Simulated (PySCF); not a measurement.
Input for PySCF: R-MP2/6-31G* on H2O (SMILES O) with ghost functions, monomers drawn apart or pushed together.

```python
from pyscf import gto, scf, dft, mp
from pyscf.data.elements import chemcore

mol = gto.M(
    atom='''
    O    -0.11891102    0.23173395    4.31628384
    H    -0.15423047    1.02296561    4.85841874
    H    -0.10863250   -0.53287388    4.89605858
    ghost-C   -0.06174966    2.08216548   -0.20756973
    ghost-Zn   -0.00395106    0.05995802    0.10670318
    ghost-C    0.09058461   -1.98210733   -0.02291947
    ghost-H    0.79905814    2.57491311    0.23806959
    ghost-H   -0.94628816    2.52896537    0.23991191
    ghost-H   -0.06990047    2.35586169   -1.25860766
    ghost-H   -0.70567375   -2.45556856    0.54698007
    ghost-H    1.03006607   -2.35965231    0.37530943
    ghost-H    0.01090111   -2.35319772   -1.04096704
    ''',
    basis='6-31g*',
    cart=True,
    charge=0, spin=0, verbose=3, max_memory=1800)
mf = scf.RHF(mol)
mf.conv_tol = 1e-8
mf.max_cycle = 100
mf.kernel()
if not mf.converged:
    mf = mf.newton().run(mf.mo_coeff, mf.mo_occ)
pt = mp.MP2(mf, frozen=chemcore(mol)).run()
```

Output:

```
converged SCF energy = -76.0110291865617
E(RMP2) = -76.1977264965478  E_corr = -0.186697309986115
E(SCS-RMP2) = -76.1936268925081  E_corr = -0.182597705946409
```

Self-consistency was reached.

Cost: roughly 2.7 core-seconds.
